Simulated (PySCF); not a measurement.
ScCl2, SMILES [Cl][Sc+][Cl], charge +1. Atoms are numbered in the order given.

```xyz
3

Sc     0.0000     0.0000     0.7262
Cl     0.0000     1.8385    -0.4485
Cl     0.0000    -1.8385    -0.4485
```
Charge +1, spin multiplicity 1.

Geometry optimised at PBE0-D3(BJ)/def2-TZVP. The spin state was assumed, not searched. The isomer is the one that the SMILES or the coordinates give; other isomers of the formula were not compared.

Computed with PBE0-D3(BJ)/def2-TZVP (PySCF 2.14.0).

Frequencies are harmonic and unscaled.

Computed harmonic wavenumbers and intensities:
```csv
mode,ν (cm⁻¹),IR (km/mol),moving atoms (share of kinetic energy)
1,106,11.8,"Cl 73 %, Sc 27 %"
2,487,36.6,"Cl 66 %, Sc 34 %"
3,540,217.7,"Sc 53 %, Cl 47 %"
```
